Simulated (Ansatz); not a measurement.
C$_{3}$H$_{10}$Ge (`C[CH](C)[GeH3]`), relaxed with RKS PBE0-D4/def2-TZVP in Ansatz from a PBE-D4/def2-SVP geometry. The force threshold is 0.005 eV/Å; the program also tests the step.

Total charge 0; spin multiplicity 1.

Start:

```xyz
14

C    -0.646    0.738   -1.195
C     0.201   -0.231   -0.363
C    -0.621   -1.405    0.181
Ge    1.124    0.729    1.114
H    -0.043    1.567   -1.619
H    -1.133    0.212   -2.046
H    -1.458    1.193   -0.588
H     1.020   -0.632   -1.001
H    -1.429   -1.055    0.859
H     0.001   -2.126    0.749
H    -1.111   -1.965   -0.645
H     2.013   -0.249    1.932
H     0.066    1.353    2.069
H     2.016    1.871    0.552
```

How much energy does the relaxation release, and in how many steps? (Best estimate.)

The calculation gave: 1.01 kcal/mol, in 4 steps.

Which bonds change most? (Best estimate.)

Ansatz gave: C2–Ge4 from 1.988 to 1.969 Å; C2–H8 from 1.113 to 1.096 Å; C3–H9 from 1.111 to 1.094 Å; C1–H7 from 1.111 to 1.094 Å.

Give the relaxed structure. (An estimate is asked.)

Computed: 
```xyz
14

C    -0.641    0.729   -1.185
C     0.207   -0.230   -0.361
C    -0.618   -1.390    0.178
Ge    1.115    0.722    1.104
H    -0.048    1.545   -1.606
H    -1.123    0.205   -2.017
H    -1.436    1.175   -0.579
H     1.007   -0.629   -0.994
H    -1.412   -1.037    0.844
H    -0.009   -2.104    0.739
H    -1.101   -1.937   -0.640
H     2.002   -0.242    1.915
H     0.062    1.332    2.051
H     1.995    1.860    0.553
```
